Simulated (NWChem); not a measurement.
System: SiOH cation, singlet; SMILES [OH+]=[Si]

```xyz
3

O     -0.8982    -0.0156    -0.0061
Si     0.6603     0.0115     0.0045
H     -1.8668    -0.0327    -0.0128
```
Atoms are numbered in this order, from 1.

All runs: NWChem. Pople sets run with spherical d functions. Low-valent species are run as closed-shell singlets; no triplet was tried in these runs. The geometry was optimised at PBE0/def2-SVP. Atomic charges in e: unrestrained fits to the electrostatic potential beside Mulliken populations; the two definitions need not agree.

Problem. Predict the results for Hartree-Fock/6-31G*. Quantities: ESP O1; Mulliken O1; ESP Si2; Mulliken Si2; relative RMS misfit of the potential (%).

Solution. ESP O1: -0.45
Mulliken O1: -0.79
ESP Si2: 0.97
Mulliken Si2: 1.22
relative RMS misfit of the potential (%): 4
